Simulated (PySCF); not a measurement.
# A computed series M(BH4)2

Computed with PySCF 2.14.0, PBE0, def2-SVP on the ligands, density fitting, scalar-relativistic core potentials, no spin-orbit coupling, vacuum. Each member is relaxed from one template within its symmetry. Distances are means of the shortest metal–ligand contacts, charges and spins Mulliken's; removal energies are rigid, with the ligand's formal charge and no counterpoise, so too large; for an anion taken off a cation in vacuum most of it is the attraction of opposite charges, and multiply charged cations can part far more cheaply with an electron moved from ligand to metal. lcecp potentials hold a fixed number of 4f electrons in the core, out of states, spins and gaps.

| metal | basis on the metal | point group | M–BH4 (Å) | charge on M (e) | dipole (D) | removal of one BH4 (eV) | strongest infrared band, degenerate modes summed (cm⁻¹) | unstable modes (below −25 cm⁻¹) |
| --- | --- | --- | --- | --- | --- | --- | --- | --- |
| Ce | lcecp-0-SVP with ECP48 | C2, nearly D3 | 2.520 | 0.87 | 0.20 | 6.83 | 2261 | 0 |
| Sm | lcecp-0-SVP with ECP52 | D3 | 2.453 | 0.79 | 0.02 | 7.05 | 2258 | 0 |
| Gd | lcecp-0-SVP with ECP54 | C2, nearly D3 | 2.426 | 0.76 | 0.30 | 7.15 | 2264 | 0 |
| Hg | def2-SVP with ECP60 | C2 | 1.815 | 0.47 | 2.47 | 9.15 | – | 1 (soft) |

(1) What does the calculation give for Tm, lcecp-0-SVP with ECP59?

Members with unstable modes aren't minima as they stand: saddle points kept by symmetry or, where the modes are soft, flat surfaces and noise. One start shape was tried for each, so a minimum needn't be the lowest isomer. Oxidation states forced by the potential, rare, strongly oxidising or of another configuration in reality: Ce(BH4)2, Gd(BH4)2.

Answers

(1) point group: nearly D3, M–BH4 (Å): 2.369, charge on M (e): 0.62, dipole (D): 0.16, removal of one BH4 (eV): 7.37, strongest infrared band, degenerate modes summed (cm⁻¹): 2268, unstable modes (below −25 cm⁻¹): 0.
```xyz
11

Tm    0.0001    0.0000    0.8181
B     2.5323   -0.0014    0.7901
H     3.7418    0.0038    0.7768
H     2.0790   -0.7723    1.6706
H     2.0513   -0.3733   -0.3076
H     2.0697    1.1401    1.0293
B    -2.5322    0.0014    0.7901
H    -3.7418   -0.0038    0.7767
H    -2.0791    0.7723    1.6707
H    -2.0513    0.3733   -0.3076
H    -2.0698   -1.1402    1.0294
```
